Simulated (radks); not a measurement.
Values are calculated unless marked as measured or tabulated.
Task: Hf7+, configuration [Kr] 4d10 4f13 5s2 5p4 (the NIST ground configuration). Level of theory: non-relativistic Kohn-Sham, LB94 model potential, spin-polarised, spherical densities, point nucleus; open shells are filled with parallel spins first (spin-orbit coupling, left out, can overturn this in heavy ions); relativity is left out, which matters for an element this heavy (a radial shooting solver on a logarithmic mesh with Libxc functionals). Some entries of the table are withheld. Estimate them.

orbital  occ.  eigenvalue (hartree)  <r^2> (bohr^2)  <1/r> (bohr^-1)
1s up       1             -2223.275       0.0005907            71.49
1s down     1             -2223.275       0.0005907            71.49
2s up       1             -367.1137        0.009264            16.74
2s down     1             -367.1106        0.009264            16.74
2p up       3             -351.8477        0.006852            16.79
2p down     3             -351.8413        0.006852            16.79
3s up       1             -86.50741         0.05835            6.415
3s down     1             -86.49969         0.05833            6.415
3p up       3             -79.41270         0.05405            6.370
3p down     3             -79.40507         0.05403            6.370
3d up       5             -66.14494         0.04219            6.294
3d down     5             -66.13990         0.04218            6.294
4s up       1             -20.26569          0.2905            2.748
4s down     1             -20.22870          0.2910            2.745
4p up       3             -17.34212          0.3021            2.658
4p down     3             -17.30686          0.3027            2.656
4d up       5             -12.02918          0.3306            2.465
4d down     5             -11.99792          0.3314            2.463
5s up       1              -5.90563           1.496            1.140
5s down     1              -5.87719           1.486            1.147
4f up       7              -5.16128          0.4575              (1)
4f down     6              -5.13614          0.4580              (2)
5p up       3              -5.00202           1.742            1.049
5p down     1              -4.96741           1.730            1.055
5d up       0              -3.55175           2.509              (3)
5d down     0              -3.50769           2.505              (4)
6s up       0              -2.80229           5.589              (5)
6s down     0              -2.77251           5.641              (6)

Result: 
(1) 4f up <1/r> (bohr^-1): 2.050
(2) 4f down <1/r> (bohr^-1): 2.048
(3) 5d up <1/r> (bohr^-1): 0.8584
(4) 5d down <1/r> (bohr^-1): 0.8623
(5) 6s up <1/r> (bohr^-1): 0.5889
(6) 6s down <1/r> (bohr^-1): 0.5844
